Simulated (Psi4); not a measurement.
Method: Psi4 1.11 with SAPT0/jun-cc-pVDZ, frozen core.

Psi4 input:

```
molecule {
0 1
Ge 0.75602506 1.68394389 0.18737571
C -0.05702528 -0.12709228 -0.01412874
C -0.26780378 -0.73362564 1.38047659
C 0.89458394 -1.00917006 -0.83488294
C -1.40376455 0.01212957 -0.73817209
H 2.11001864 1.58122992 0.92687904
H 0.99511345 2.31869002 -1.20209822
H -0.18535399 2.60366651 0.99893615
H -0.71904969 -1.73918998 1.29672872
H 0.68243151 -0.84331430 1.92798865
H -0.94401994 -0.11936148 1.99709982
H 1.87412059 -1.12436976 -0.34288764
H 1.06889970 -0.59770631 -1.84237536
H 0.46685570 -2.02065823 -0.96033055
H -1.28612241 0.45031810 -1.74264540
H -2.10920814 0.64402724 -0.17444819
H -1.87570082 -0.97951722 -0.86351555
--
0 1
C -1.20094181 3.23727648 -1.05708675
O -1.07600383 4.35278032 -1.13086623
units angstrom
symmetry c1
no_reorient
no_com
}
set basis jun-cc-pvdz
set scf_type df
set freeze_core true
energy('sapt0')
```

Part of the output:

```
    SAPT Results
  --------------------------------------------------------------------------------------------------------
    Electrostatics                -16.78367299 [mEh]     -10.53191380 [kcal/mol]     -44.06552735 [kJ/mol]
      Elst10,r                    -16.78367299 [mEh]     -10.53191380 [kcal/mol]     -44.06552735 [kJ/mol]

    Exchange                       44.97745986 [mEh]      28.22378217 [kcal/mol]     118.08830460 [kJ/mol]
      Exch10                       44.97745986 [mEh]      28.22378217 [kcal/mol]     118.08830460 [kJ/mol]
      Exch10(S^2)                  43.36616960 [mEh]      27.21268227 [kcal/mol]     113.85786261 [kJ/mol]

    Induction                      -6.30195577 [mEh]      -3.95453695 [kcal/mol]     -16.54578260 [kJ/mol]
      Ind20,r                     -25.61749719 [mEh]     -16.07522218 [kcal/mol]     -67.25872962 [kJ/mol]
      Exch-Ind20,r                 21.87769485 [mEh]      13.72846079 [kcal/mol]      57.43987993 [kJ/mol]
      delta HF,r (2)               -2.56215343 [mEh]      -1.60777555 [kcal/mol]      -6.72693291 [kJ/mol]

    Dispersion                     -9.78179993 [mEh]      -6.13817213 [kcal/mol]     -25.68211218 [kJ/mol]
      Disp20                      -11.80205224 [mEh]      -7.40589959 [kcal/mol]     -30.98628388 [kJ/mol]
      Exch-Disp20                   2.02025231 [mEh]       1.26772746 [kcal/mol]       5.30417170 [kJ/mol]
      Disp20 (SS)                  -5.90102612 [mEh]      -3.70294979 [kcal/mol]     -15.49314194 [kJ/mol]
      Disp20 (OS)                  -5.90102612 [mEh]      -3.70294979 [kcal/mol]     -15.49314194 [kJ/mol]
      Exch-Disp20 (SS)              1.12357644 [mEh]       0.70505486 [kcal/mol]       2.94994953 [kJ/mol]
      Exch-Disp20 (OS)              0.89667587 [mEh]       0.56267260 [kcal/mol]       2.35422217 [kJ/mol]

  Total HF                         21.89183110 [mEh]      13.73733142 [kcal/mol]      57.47699465 [kJ/mol]
  Total SAPT0                      12.11003117 [mEh]       7.59915929 [kcal/mol]      31.79488246 [kJ/mol]
```
